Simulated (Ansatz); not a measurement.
A nudged elastic band was laid between two geometries of BClFH₆NSi (11 atoms, charge 0, multiplicity 1).

Method: RKS PBE-D4/def2-SVP (Ansatz 0.2.0).

* movable images: 7
* climbing image: yes
* spring: 5.0 eV/Å²
* optimiser: quadratic models (default)
* start path: through a guess of the saddle point
* force threshold: 0.05 eV/Å
* iteration limit: 60
* end points: relaxed

First end point:

```xyz
11
Properties=species:S:1:pos:R:3
B 0.053 -0.208 0.258
Cl 0.109 0.783 1.859
H 1.112 -0.153 -0.362
F -1.088 0.033 -0.476
N -0.086 -1.755 0.817
H -0.024 -2.401 0.013
Si 1.159 -2.146 2.130
H 1.400 -3.623 1.971
H 2.407 -1.385 1.844
H 0.537 -1.879 3.459
H -1.049 -1.846 1.186
```

Last end point:

```xyz
11
Properties=species:S:1:pos:R:3
B 0.263 -0.817 -0.341
Cl -0.734 0.784 2.765
H 1.295 -0.179 -0.407
F -0.664 -0.670 -1.299
N 0.011 -1.714 0.736
H -0.861 -2.254 0.663
Si 1.219 -2.269 1.931
H 1.789 -3.597 1.513
H 2.296 -1.232 1.978
H 0.541 -2.426 3.260
H -0.625 -0.204 1.901
```

(1) What changes between the two ends?

(2) Give the energies along the band, and the barrier.

(3) What is the geometry of the highest image?

Results:

(1) Bonds broken: B1–Cl2, N5–H11. Bonds formed: Cl2–H11. BClFH6NSi becomes BFH5NSi + ClH.

(2) The forces met the threshold. The highest image is number 5 of 0 to 8, 0.96 eV above the first end and 0.49 eV above the last; the last end lies 0.47 eV above the first. Beside the main top the profile has a ripple of under 15 meV (maxima at images 2, 5), which may be a very shallow well or noise. A vibrational analysis at the climbing image gives one clearly imaginary mode, 800i cm⁻¹: a first-order saddle point. The orbitals stay closed-shell, which can raise the energy where a bond breaks towards radicals; this wasn't checked here.

```csv
image,path coordinate (Å),energy (eV),B1–Cl2 (Å),N5–H11 (Å),Cl2–H11 (Å)
0,0.00,0.00,1.88,1.03,2.95
1,0.91,0.03,1.88,1.03,2.76
2,1.81,0.05,1.87,1.03,2.69
3,2.72,0.04,1.87,1.03,2.62
4,3.62,0.10,1.89,1.04,2.32
5,4.53,0.96,2.43,1.35,1.53
6,5.30,0.54,3.13,1.93,1.32
7,6.08,0.48,3.50,2.00,1.32
8,6.85,0.47,3.63,2.01,1.32
```

(3) 
```xyz
11
Properties=species:S:1:pos:R:3
B 0.114 -0.638 -0.021
Cl -0.676 1.112 1.461
H 1.234 -0.232 -0.251
F -0.802 -0.714 -0.993
N -0.110 -1.550 1.174
H -0.965 -2.117 1.072
Si 1.286 -2.362 1.966
H 1.962 -3.310 1.019
H 2.228 -1.279 2.389
H 0.748 -3.111 3.149
H -0.490 -0.380 1.734
```

Time of the run: 3.6 min on 4 threads of AMD EPYC 7R32 (Zen 2), on a shared host, peak memory 0.18 GiB.
